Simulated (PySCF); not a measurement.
## What went wrong, or what changed?

The sound run of [Bi(NH2)4]− (singlet) uses PySCF 2.14.0, RKS BP86, Bi def2-SVP with ECP60, N def2-SVP, H def2-SVP; non-relativistic Hamiltonian with scalar-relativistic core potentials where named; density fitting; no spin-orbit coupling, grid (50, 194), threshold 1e-8 and 55 cycles at the relaxed geometry:
```xyz
13

Bi    0.8296    0.0000    0.0000
N     0.0823    1.6336    1.6336
H     0.5892    1.3612    2.5019
H     0.5892    2.5019    1.3612
N    -0.4487   -1.3102    1.3102
H    -1.0474   -0.5783    1.7378
H    -1.0474   -1.7378    0.5783
N     0.0823   -1.6336   -1.6336
H     0.5892   -2.5019   -1.3612
H     0.5892   -1.3612   -2.5019
N    -0.4487    1.3102   -1.3102
H    -1.0474    1.7378   -0.5783
H    -1.0474    0.5783   -1.7378
```
This run, with dm0 from free metal ions and neutral atoms, differs:

```python
mol = gto.M(atom='''
Bi     0.82959    -0.00000    -0.00000
N      0.08234     1.63356     1.63356
H      0.58917     1.36122     2.50187
H      0.58917     2.50187     1.36122
N     -0.44875    -1.31019     1.31019
H     -1.04739    -0.57833     1.73776
H      0.25700    -0.53012     0.17642
N      0.08234    -1.63356    -1.63356
H      0.58917    -2.50187    -1.36122
H      0.58917    -1.36122    -2.50187
N     -0.44875     1.31019    -1.31019
H     -1.04739     1.73776    -0.57833
H     -1.04739     0.57833    -1.73776''',
    basis={'Bi': 'def2-SVP', 'N': 'def2-SVP', 'H': 'def2-SVP'},
    ecp={'Bi': 'def2-SVP'},
    charge=-1, spin=0)
mf = dft.RKS(mol, xc='B88,P86')
mf.grids.atom_grid = (50, 194)
mf = mf.density_fit()  # fitting sets: Bi def2-universal-JKFIT, N def2-universal-JKFIT, H def2-universal-JKFIT
mf.conv_tol = 1e-08; mf.max_cycle = 78
mf.kernel(dm0)
mf.nuc_grad_method().kernel()
```

What was changed, and how did it end?

One atom was put far too close to the first. It converged in 13 cycles, 40.224 eV from the sound run, largest force component 117.27 eV/Å. The cycle limit differs too. These settings are unsound on purpose: the numbers aren't the compound's.
```
init E= -444.478838764247
cycle= 1 E= -436.435767887615  delta_E= 8.04  |g|= 1.43  |ddm|=  7.8
cycle= 2 E= -434.181953241881  delta_E= 2.25  |g|=  3.2  |ddm|=  6.3
cycle= 3 E= -436.816065016478  delta_E= -2.63  |g|= 0.709  |ddm|= 4.17
cycle= 4 E= -436.801669696183  delta_E= 0.0144  |g|= 0.752  |ddm|= 2.36
cycle= 5 E= -436.954328223964  delta_E= -0.153  |g|= 0.144  |ddm|= 1.32
...
cycle= 11 E= -436.959764803869  delta_E= -1.55e-07  |g|= 0.000205  |ddm|= 0.0015
cycle= 12 E= -436.959764816334  delta_E= -1.25e-08  |g|= 4.85e-05  |ddm|= 0.000458
cycle= 13 E= -436.95976481693  delta_E= -5.96e-10  |g|= 1.06e-05  |ddm|= 8.4e-05
Extra cycle  E= -436.959764816254  delta_E= 6.76e-10  |g|= 4.97e-05  |ddm|= 0.000132
converged SCF energy = -436.959764816254
```

Run from Python with OMP_NUM_THREADS=2; the lines above give its settings.
It took 6.5 s on 2 threads of Arm Neoverse V2 (shared host).
